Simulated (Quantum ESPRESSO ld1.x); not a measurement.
The numbers below are computed, except where a source is named.
Q: Radial electron density D(r) = 4 pi r^2 rho(r) of an atom or ion with 47 electrons. Code: ld1.x of Quantum ESPRESSO 7.5. Model: Dirac Kohn-Sham, B86b exchange with PBE correlation, spin-unpolarised, spherical densities, point nucleus.

```
   r/bohr * D(r) (the largest magnitude, 82.3, reaches the edge; | marks zero)
 0.001004 |*
  0.00115 |*
 0.001328 | *
 0.001522 | *
 0.001757 |  *
 0.002013 |   *
 0.002325 |   *
 0.002664 |     *
 0.003052 |      *
 0.003524 |        *
 0.004038 |         *
 0.004663 |            *
 0.005343 |              *
  0.00617 |                  *
 0.007069 |                     *
 0.008099 |                         *
 0.009353 |                            *
  0.01072 |                                *
  0.01238 |                                    *
  0.01418 |                                       *
  0.01637 |                                         *
  0.01876 |                                          *
  0.02149 |                                           *
  0.02482 |                                          *
  0.02844 |                                        *
  0.03284 |                                      *
  0.03763 |                                     *
  0.04346 |                                     *
  0.04979 |                                       *
  0.05704 |                                          *
  0.06587 |                                               *
  0.07547 |                                                    *
  0.08716 |                                                      *
  0.09986 |                                                     *
   0.1153 |                                                 *
   0.1321 |                                           *
   0.1514 |                                       *
   0.1748 |                                     *
   0.2003 |                                       *
   0.2313 |                                           *
    0.265 |                                            *
    0.306 |                                         *
   0.3506 |                                  *
   0.4017 |                         *
   0.4639 |                 *
   0.5315 |             *
   0.6138 |             *
   0.7033 |              *
   0.8122 |              *
   0.9305 |             *
    1.066 |          *
    1.231 |      *
    1.411 |    *
    1.629 |  *
    1.866 | *
    2.155 |*
    2.469 |*
    2.829 *
    3.267 *
    3.743 *
    4.323 *
    4.953 *
     5.72 *
```

What is the nuclear charge?

A: Z = 50. The innermost maximum, from 1s, lies near gamma/Z bohr with gamma = sqrt(1 - (Z/c)^2) = 0.931, here 0.0186 bohr (found: 0.0205), and its height grows with Z. The density is that of the tin ion Sn3+ in [Kr] 4d9 5s2; the configuration itself is not fixed sharply by these data, and Z only to a few units. D(r) has 4 maxima, at r = 0.0205, 0.0900, 0.263, 0.768 bohr, and minima at 0.0401, 0.172, 0.571 bohr, inside which lie 2.03, 11.14, 29.00 electrons.
